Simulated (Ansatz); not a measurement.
`[CH3][Al-]([CH3])([Cl])[SeH2+]` at its PBE0-D4/def2-TZVP geometry, where that method's forces vanish. Charge 0, multiplicity 1.

```csv
atom,x (Å),y (Å),z (Å)
C1,0.6886,-1.4199,1.1355
Al2,-0.4100,-0.2887,-0.0199
C3,-0.1155,-0.0911,-1.9424
Cl4,-2.4388,-0.0102,0.6305
Se5,0.5142,2.1329,0.7869
H6,1.7583,-1.3020,0.9354
H7,0.5182,-1.2225,2.1977
H8,0.4472,-2.4752,0.9684
H9,-0.6718,0.7497,-2.3662
H10,-0.4536,-0.9901,-2.4690
H11,0.9427,0.0433,-2.1879
H12,-0.6432,2.8460,0.2316
H13,-0.1364,2.0279,2.0992
```

For each bond, give half the difference of the two atoms' forces along it (eV/Å; positive pushes the atoms apart) under PBE-D4, r2SCAN-D4, B3LYP-D4, ωB97M-V in def2-TZVPP. (Best estimate.)

Computed: 
| bond | length (Å) | PBE-D4 | r2SCAN-D4 | B3LYP-D4 | ωB97M-V |
| --- | --- | --- | --- | --- | --- |
| C1–Al2 | 1.955 | -0.04 | -0.02 | 0.01 | -0.02 |
| C1–H6 | 1.095 | 0.11 | 0.00 | -0.04 | -0.03 |
| C1–H7 | 1.094 | 0.11 | 0.01 | -0.03 | -0.03 |
| C1–H8 | 1.095 | 0.12 | 0.00 | -0.04 | -0.04 |
| Al2–C3 | 1.955 | -0.04 | -0.02 | 0.01 | -0.02 |
| Al2–Cl4 | 2.149 | 0.12 | 0.02 | 0.09 | 0.05 |
| Al2–Se5 | 2.715 | 0.01 | 0.01 | 0.08 | 0.10 |
| C3–H9 | 1.094 | 0.11 | 0.01 | -0.03 | -0.03 |
| C3–H10 | 1.095 | 0.12 | 0.00 | -0.04 | -0.04 |
| C3–H11 | 1.095 | 0.11 | 0.00 | -0.04 | -0.03 |
| Se5–H12 | 1.468 | 0.27 | 0.00 | 0.04 | -0.11 |
| Se5–H13 | 1.468 | 0.27 | 0.00 | 0.04 | -0.11 |

B3LYP here is the variant with VWN-RPA as its local correlation; programs differ in this.
